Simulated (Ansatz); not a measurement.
C₆H₁₈N₂O₂Ti, SMILES `CC(C)[NH][Ti]([OH])([OH])[NH]C(C)C`. The species carries charge 0 and has multiplicity 1. Correlated methods include outer-core shells of Ti, which these sets cover unevenly. Scalar relativity is left out up to krypton.

```xyz
29

C    -1.6459   -1.6771   -0.5585
C    -1.7587   -1.0514    0.8203
C    -3.1165   -1.3456    1.4408
N    -1.5306    0.3789    0.7493
Ti   -0.5534    1.5422   -0.3764
O    -0.1861    2.9816    0.6648
O    -1.4600    1.9218   -1.8963
N     1.0314    0.6737   -0.9051
C     2.1943    0.4331   -0.0734
C     2.4499   -1.0587    0.1021
C     3.4226    1.1485   -0.6183
H    -1.7763   -2.7604   -0.5033
H    -0.6688   -1.4716   -0.9996
H    -2.4162   -1.2720   -1.2219
H    -0.9910   -1.5163    1.4610
H    -3.1932   -0.9137    2.4427
H    -3.9142   -0.9205    0.8251
H    -3.2825   -2.4225    1.5274
H    -1.8678    0.8454    1.5855
H    -0.2822    3.9234    0.5262
H    -2.3385    1.6714   -2.1808
H     1.1683    0.3677   -1.8617
H     1.9715    0.8546    0.9152
H     2.6637   -1.5253   -0.8651
H     3.3057   -1.2396    0.7582
H     1.5744   -1.5511    0.5294
H     3.2319    2.2192   -0.7100
H     4.2887    1.0024    0.0326
H     3.6793    0.7619   -1.6102
```

Question: Give the diagnostics of a CCSD(T)/def2-TZVPP run (frozen core, Ansatz 0.2.0). (Best estimate.)

Answer: Ansatz gave: T1 = 0.0195, largest single amplitude 0.046, largest double 0.013, (T) share of the correlation energy 4.5 %, 14 CCSD cycles. The RHF solution is stable towards an unrestricted one. T1 lies under the customary mark of 0.02 for closed shells.
